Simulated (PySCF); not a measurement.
A GIAO shielding run with PySCF 2.14 (density fitting, non-relativistic, gas phase) on `F[SiH2][C@@H]1CCCO[C@H](F)C1`, C$_{6}$H$_{12}$F$_{2}$OSi:

```
$ OMP_NUM_THREADS=1 python probes_run.py task.json out

{"job": {"kind": "nmr", "xc": "PBE0", "basis": "pcSseg-1"}, "charge": 0, "multiplicity": 1}
F      3.293359    -0.505222    -0.682016
Si     2.649714    -0.177971     0.758264
C      0.764886    -0.013698     0.504978
C      0.183366    -1.324324    -0.044226
C     -1.337470    -1.416060     0.065602
C     -2.074072    -0.257716    -0.604932
O     -1.956006     0.940853     0.155842
C     -0.933599     1.784508    -0.170408
F     -1.273672     2.496034    -1.326376
C      0.445513     1.165142    -0.422326
H      2.987860    -1.325729     1.584643
H      3.259406     1.080122     1.159197
H      0.296318     0.183257     1.475140
H      0.481753    -1.432263    -1.089865
H      0.609036    -2.169932     0.502438
H     -1.674934    -2.350504    -0.386842
H     -1.625674    -1.425078     1.118955
H     -3.146094    -0.471416    -0.630327
H     -1.727110    -0.101475    -1.630773
H     -0.902741     2.535992     0.631071
H      1.175569     1.969192    -0.308144
H      0.494179     0.835673    -1.462315
```

Hardware: 1 thread of an Intel Xeon, shared host. The job also computes population analyses, field gradients, ring-centre shieldings.

(1) How large is the calculation?

(2) How long does it take, and how much memory does it need?

Results:

(1) 88 electrons, 237 basis functions and 1250 auxiliary functions.

(2) 3 min of wall time, with 14 SCF cycles and 4 response iterations; peak memory 1.1 GiB. Times on a shared host scatter by some tens of per cent.
